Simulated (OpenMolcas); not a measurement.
CH3F2Si (SMILES C[Si](F)F): the dipole moment, rung by rung

CH3F2Si has 7 atoms, charge 0, and is taken as a doublet. SMILES: `C[Si](F)F`. The shape is that of a PBE0-D4/def2-TZVP optimisation.

Each level gives the dipole moment (D). The values are calculated.

```csv
level,kind,program,value (D),CPU time
USVWN5/6-311+G**,LDA,OpenMolcas,2.41,37 s
U-revPBE/6-311+G**,GGA,OpenMolcas,2.29,52 s
UBLYP/6-311+G**,GGA,OpenMolcas,2.32,54 s
UM06-L/6-311+G**,meta-GGA,OpenMolcas,2.33,75 s
UTPSS/6-311+G**,meta-GGA,OpenMolcas,2.29,69 s
UB3LYP/6-311+G**,global hybrid,OpenMolcas,2.42,64 s
UBHLYP/6-311+G**,global hybrid,OpenMolcas,2.53,57 s
UPBE0/6-311+G**,global hybrid,OpenMolcas,2.43,57 s
```

The values span 2.29 to 2.53 D. Magnitudes only. CPU times are rough (shared hosts, several kinds of processor and program).
